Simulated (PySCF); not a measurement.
Orbital levels and atomic charges

System: C7H24Ge8 (nanocrystal GeC).

Cartesian coordinates (Å):
```
  1 C    -0.0001    0.1619   -3.2257
  2 C    -1.6156   -0.8433   -0.6143
  3 Ge   -1.5983   -0.7921   -2.5880
  4 C     0.0003    0.0691    2.1116
  5 Ge    0.0002    0.0538    0.1140
  6 C    -3.2249    0.0810    2.0784
  7 Ge   -3.2198    0.0436    0.0984
  8 Ge   -1.6190   -0.7753    2.8311
  9 C    -0.0003    1.9289   -0.5285
 10 Ge   -0.0004    1.9892   -2.5014
 11 C     1.6157   -0.8430   -0.6147
 12 Ge    1.5980   -0.7919   -2.5882
 13 C     3.2255    0.0793    2.0782
 14 Ge    3.2202    0.0431    0.0983
 15 Ge    1.6191   -0.7759    2.8310
 16 H    -0.0005    0.1976   -4.3151
 17 H    -1.6194   -1.8825   -0.2822
 18 H    -2.8509   -0.1145   -3.1078
 19 H    -1.6101   -2.2005   -3.1480
 20 H     0.0004    1.1158    2.4218
 21 H    -4.1123   -0.4287    2.4492
 22 H    -3.2792    1.1130    2.4227
 23 H    -4.4497   -0.6616   -0.4295
 24 H    -3.2964    1.4502   -0.4502
 25 H    -1.6179   -0.6793    4.3397
 26 H    -1.6157   -2.2470    2.5138
 27 H    -0.8801    2.4433   -0.1427
 28 H     0.8793    2.4439   -0.1430
 29 H    -1.2139    2.7391   -3.0076
 30 H     1.2135    2.7394   -3.0070
 31 H     1.6195   -1.8822   -0.2827
 32 H     2.8502   -0.1148   -3.1083
 33 H     1.6096   -2.2002   -3.1483
 34 H     4.1125   -0.4310    2.4491
 35 H     3.2804    1.1111    2.4228
 36 H     4.4502   -0.6616   -0.4302
 37 H     3.2968    1.4504   -0.4493
 38 H     1.6182   -0.6803    4.3395
 39 H     1.6146   -2.2479    2.5130
```

Method: PBE/def2-SVP, gas phase, PySCF, fitting set def2-universal-JFIT, grid level 1.

Spin-orbit coupling is left out, which matters for the heavier atoms here.

Q: Give the orbital energies near the gap.

A: 
```
orbital     eV
 HOMO-4  -7.13
 HOMO-3  -6.65
 HOMO-2  -6.50
 HOMO-1  -6.27
   HOMO  -6.07
   LUMO  -0.37
 LUMO+1  -0.17
 LUMO+2  -0.04
 LUMO+3   0.03
```

Q: Give the partial charges of the non-hydrogen atoms.

A: 
```tsv
atom	Mulliken	IAO	Hirshfeld
C1	-0.44	-0.77	-0.24
C2	-0.48	-0.78	-0.25
Ge3	0.37	0.57	0.28
C4	-0.43	-0.77	-0.25
Ge5	0.44	0.83	0.33
C6	-0.30	-0.71	-0.21
Ge7	0.31	0.57	0.29
Ge8	0.31	0.58	0.29
C9	-0.29	-0.72	-0.22
Ge10	0.32	0.57	0.29
C11	-0.48	-0.78	-0.25
Ge12	0.37	0.57	0.28
C13	-0.30	-0.71	-0.21
Ge14	0.31	0.57	0.29
Ge15	0.31	0.58	0.29
```
